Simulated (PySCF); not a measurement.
# EPR parameters of C7H5F2

Species: C7H5F2 (doublet state).
Geometry (GFN2-xTB, Å), atoms numbered from 1 in this order:
```
atom  x, y, z in Å
C1     2.327    0.067   -0.016
C2     0.951    0.018   -0.011
C3     0.246   -1.179   -0.330
C4    -1.124   -1.225   -0.323
C5    -1.856   -0.086    0.000
F6    -3.198   -0.138    0.005
C7    -1.194    1.103    0.319
F8    -1.910    2.197    0.632
C9     0.174    1.166    0.316
H10    2.913   -0.799   -0.260
H11    2.852    0.973    0.226
H12    0.814   -2.061   -0.580
H13   -1.658   -2.131   -0.564
H14    0.662    2.094    0.565
```

The hyperfine couplings belong to this conformer and change with its torsions.

Identity: `[CH2]c1ccc(F)c(F)c1` [radical].

Computed, not measured: UKS B3LYP, pcH-1 on C F H, non-relativistic, mean-field spin-orbit, GIAO in PySCF. Isolated species at its GFN2-xTB geometry, gas phase. A GFN2-xTB geometry isn't a minimum of the functional, and hyperfine couplings can be far from their values at a DFT geometry. Stability of the SCF solution: not tested. ⟨S²⟩ is 0.782 where a pure state has 0.75.

| Property | Result |
| --- | --- |
| g1, g2, g3 | 2.00214, 2.00300, 2.00327 |
| g_iso | 2.00280 |
| Form of g | rhombic: the two nearest values differ by 24 % of g3 − g1 |
| ⟨S²⟩ | 0.7817 (exact 0.7500) |
| Total energy | -469.40721 Eh |

Isotropic coupling and dipolar principal values T1 to T3, in 10⁻⁴ cm⁻¹ (1 × 10⁻⁴ cm⁻¹ = 2.998 MHz):

```tsv
atom	isotope	a_iso	T1	T2	T3	Mulliken spin population
C1	13C	19.7	-19.1	-18.8	37.9	0.75
C2	13C	-14.0	-7.1	2.8	4.3	-0.20
C3	13C	8.3	-6.6	-6.5	13.2	0.26
C4	13C	-7.6	-5.5	2.5	3.0	-0.13
C5	13C	10.2	-8.4	-8.1	16.5	0.27
F6	19F	15.7	-29.1	-24.1	53.2	0.02
C7	13C	-8.6	-5.8	2.7	3.1	-0.12
F8	19F	-5.8	-16.2	6.2	10.0	-0.01
C9	13C	8.0	-6.4	-6.3	12.7	0.24
H10	1H	-15.1	-8.9	-0.3	9.2	-0.03
H11	1H	-15.1	-8.9	-0.3	9.2	-0.03
H12	1H	-5.6	-2.2	-0.7	3.0	-0.01
H13	1H	2.3	-0.8	-0.4	1.2	0.00
H14	1H	-5.4	-2.2	-0.7	2.9	-0.01
```

Largest spin populations (Mulliken): C1 (+0.75), C5 (+0.27), C3 (+0.26) and C9 (+0.24). Four atoms exceed +0.15. The positive populations add up to 1.54 and the negative ones to -0.54, together 2S = 1. The angles at C1 add up to 360.0°, so it is planar; its axial dipolar tensor and the negative couplings of its protons fit spin in a p orbital normal to that plane.

Axes: g1 is normal to the molecular plane and g2 points within 8° of the C5–F6 bond.

Under fast tumbling the dipolar parts average out, and these isotropic splittings remain (the largest six): 1 × 19F (F6, I = 1/2, 2 lines) with 1.68 mT, 1 × 1H (H11, I = 1/2, 2 lines) with 1.61 mT, 1 × 1H (H10, I = 1/2, 2 lines) with 1.61 mT, 1 × 19F (F8, I = 1/2, 2 lines) with 0.62 mT, 1 × 1H (H12, I = 1/2, 2 lines) with 0.60 mT and 1 × 1H (H14, I = 1/2, 2 lines) with 0.58 mT.

H10 and H11 aren't averaged: C1 is flat or nearly so (angle sum 360°), and its turn about the short C1–C2 bond (1.38 Å) is taken as slow.

The 13C coupling of C1 (59.1 MHz) shows only in satellite lines or after enrichment, since that isotope makes up about 1.07 % of natural carbon.

Examples of negative spin density at the nucleus (bohr⁻³): C2 (-0.0373), C7 (-0.0230) and C4 (-0.0202).
